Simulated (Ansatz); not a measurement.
CH4AlNS, SMILES `[NH2][AlH][CH]=S`, charge 0, multiplicity 1.

(1) Give a relaxed structure at PBE0-D4/def2-TZVP (Ansatz). (Estimate.)

## Answers

(1) Ansatz gave: 
Cartesian coordinates in Å:
```
N -0.366 1.194 0.923
Al 0.435 -0.328 0.561
C 0.125 -1.030 -1.259
S -0.813 -0.190 -2.277
H -0.322 1.697 1.794
H -0.942 1.677 0.252
H 1.331 -1.056 1.643
H 0.552 -1.964 -1.637
```
Point group Cs.
